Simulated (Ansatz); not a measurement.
`C[SiH](C)[SiH2]F` + `[SH][GeH3]` → `F[SiH2][S][GeH3]` + `C[SiH2]C` at 700 K and 1 bar (cleavage of the Si–Si bond).

Computed with Ansatz on PBE0-D4/def2-TZVP structures; ΔE is electronic, products minus reactants. CCSD(T)/CBS adds triple-zeta CCSD(T) − MP2 to the extrapolated MP2 energy (def2 sets, frozen cores). For Ge outer-core shells are correlated without core-valence functions, which leaves a few kJ/mol of doubt a bond. Scalar relativity is left out up to krypton. Each species was taken in one conformer, which may not be the lowest.

| species | CCSD(T)/CBS energy (Eh) | H − E (kJ/mol) | S (J/(mol·K)) |
| --- | --- | --- | --- |
| `C[SiH](C)[SiH2]F` | -759.55313 | 369.8 | 541.9 |
| `[SH][GeH3]` | -2476.30083 | 133.1 | 357.0 |
| `F[SiH2][S][GeH3]` | -2865.87038 | 197.1 | 481.7 |
| `C[SiH2]C` | -370.01595 | 305.7 | 403.3 |

H − E and S are ideal-gas, rigid-rotor, harmonic terms from PBE0-D4/def2-TZVP, for one conformer and one mirror image of each species. 1 Eh = 2625.50 kJ/mol, R = 8.31446 J/(mol·K).

**Question.** By hand: ΔE, ΔH, ΔS and ΔG.

**Answer.** ΔE = (-2865.87038) + (-370.01595) − (-759.55313) − (-2476.30083) = -0.03237 Eh = -85.0 kJ/mol. Δ(H − E) = 197.1 + 305.7 − 369.8 − 133.1 = -0.1, so ΔH = -85.1 kJ/mol. ΔS = 481.7 + 403.3 − 541.9 − 357.0 = -13.9 J/(mol·K). ΔG = -85.1 − 700 × (-13.9)/1000 = -75.4 kJ/mol.

**Question.** By hand: the equilibrium constant, and the temperature at which ΔG would vanish if ΔH and ΔS stayed fixed.

**Answer.** log₁₀ K = −ΔG/(RT ln 10) = 5.6. ΔG = 0 at ΔH/ΔS = 6122 K, far beyond where these terms or the molecules hold.

The number of gas molecules stays the same, so ΔS is small and ΔH decides. A doubt of 5 kJ/mol in ΔE shifts log₁₀ K by 0.4 here. Other conformers and mirror images would add mixing entropy, several J/(mol·K) or more a flexible species. Modes under 60 cm⁻¹, often nearly free rotors, make the harmonic entropy too high. These are equilibria of isolated gas molecules and say nothing of rates. Largest T1 diagnostic: 0.012 (customary marks: 0.02 for closed shells, 0.045 for open ones).
